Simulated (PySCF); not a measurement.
# Diatomics of K with group 14

CCSD(T) with double-zeta basis sets in PySCF, for the lowest determinant that a PBE0 search found; no spin–orbit coupling. De refers to high-spin ground-configuration atoms.

| M | basis | reference, frozen orbitals | state (unpaired electrons) | Re (Å) | ωe (cm⁻¹) | De (eV) |
| --- | --- | --- | --- | --- | --- | --- |
| C | def2-SVP | UHF, 6 | quartet (σ ↑, π ↑↑) | 2.582 | 368 | 1.70 |
| Si | x2c-SVPall | UHF, 10 | quartet (σ ↑, π ↑↑) | 3.099 | 201 | 1.26 |
| Ge | pcseg-1 | UHF, 14 | quartet (σ ↑, π ↑↑) | 3.135 | 159 | 1.43 |
| Sn | def2-SVP | UHF, 9 | quartet (σ ↑, π ↑↑) | 3.338 | 134 | 1.23 |
| Pb | def2-SVP | UHF, 9 | quartet (σ ↑, π ↑↑) | 3.383 | 122 | 1.13 |

Problem. By what factor does the harmonic wavenumber vary along the series?

Solution. At CCSD(T) it runs from 122 cm⁻¹ (KPb) to 368 cm⁻¹ (KC), a factor of 3.02.

The rows differ in basis set, which adds steps of its own.

Down a group the atoms grow and get heavier, so bonds lengthen and wavenumbers fall; this series shows no clear exception.

Correlated steps freeze the inner cores (6 to 14 orbitals); shallow outer-core shells are correlated. Correlated levels converge slowly with the basis: in double zeta they bind strong bonds too weakly, by up to about 1 eV, and carry superposition errors of some tenths. Spin–orbit coupling is left out, which matters for elements this heavy, above all for dissociation energies. States were picked by a PBE0 search and need not be the measured ground states.
